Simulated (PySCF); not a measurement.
C₄H₆ClF, SMILES C/C(F)=C(\C)Cl.

Geometry optimised at B3LYP-D3(BJ)/def2-SVP.

Two levels are set side by side: TDDFT-PBE/def2-SVPD (PySCF) and TDDFT-CAM-B3LYP/def2-SVPD (PySCF). Vertical, same geometry. The lowest singlet is HOMO→LUMO+1 97 % with PBE and HOMO→LUMO+2 67 %, HOMO→LUMO 17 % with the other functional; states are paired by order. Differences are taken from unrounded values.

```tsv
quantity	TDDFT-CAM-B3LYP	TDDFT-PBE	TDDFT-PBE minus TDDFT-CAM-B3LYP
lowest singlet excitation (eV)	6.02	5.39	-0.63
lowest triplet excitation (TDA) (eV)	4.12	4.14	0.02
first bright state (f over 0.05) (eV)	6.90	6.34	-0.56
its oscillator strength	0.48	0.36	-0.12
```

A lower first singlet is the usual sign of a functional without exact exchange. Differences between two approximate levels are no errors against the true value.

Rough cost on one machine, each run with all the roots and properties that it gave: TDDFT-CAM-B3LYP against TDDFT-PBE about 6 times.
